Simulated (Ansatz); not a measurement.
Frontier orbitals of tin tetrachloride (`[Cl][Sn]([Cl])([Cl])[Cl]`).

Charge 0, multiplicity 1. Correlated methods include outer-core shells of Sn, which these sets cover unevenly. Sn takes the def2 core potential. The geometry is a stationary point of PBE0-D4/def2-TZVP. Basis def2-TZVPP, Ansatz 0.2.0.

| functional | HOMO (eV) | LUMO (eV) | gap (eV) |
| --- | --- | --- | --- |
| LDA (SPW92) | -8.46 | -4.39 | 4.07 |
| PBE | -8.31 | -4.07 | 4.24 |
| BLYP | -8.12 | -3.99 | 4.13 |
| PBE0 | -9.78 | -3.19 | 6.59 |
| ωB97X-V | -12.24 | -1.06 | 11.18 |
| ωB97M-V | -12.05 | -1.12 | 10.93 |

From PBE to PBE0 the HOMO moves by −1.47 eV and the LUMO by +0.88 eV, and with ωB97M-V by −3.74 and +2.95 eV, so the gap grows from 4.24 to 10.93 eV with exact exchange.
